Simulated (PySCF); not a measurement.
Ge(H)2(SH)2 (GeH4S2), SMILES [GeH2]([SH])[SH]. Atoms are numbered in the order given.

```xyz
7

Ge     0.0000     0.0000    -0.6222
S     -1.8589    -0.0529     0.6333
S      1.8589     0.0529     0.6333
H     -0.0853    -1.2740    -1.4828
H      0.0853     1.2740    -1.4828
H     -1.5557     1.0817     1.3059
H      1.5557    -1.0817     1.3059
```
Charge 0, spin multiplicity 1.

Coordinates come from a B3LYP-D3(BJ)/def2-SVP optimisation. One conformer was computed; it need not be the lowest.

Method: PBE/def2-TZVPD in PySCF.

Computed frontier levels, gap, dipole moment and polarisability:
| Item | Result |
|---|---|
| highest occupied level | -6.19 eV |
| lowest empty level | -1.73 eV |
| orbital gap | 4.46 eV |
| dipole moment | 0.36 D |
| quadrupole, principal values (traceless, Buckingham form, about the centre of nuclear charge) | -7.04, 2.65, 4.39 D·Å |
| mean static polarisability | 80.8 bohr³ (11.98 Å³) |
| polarisability, principal values | 66.8, 76.5, 99.2 bohr³ |
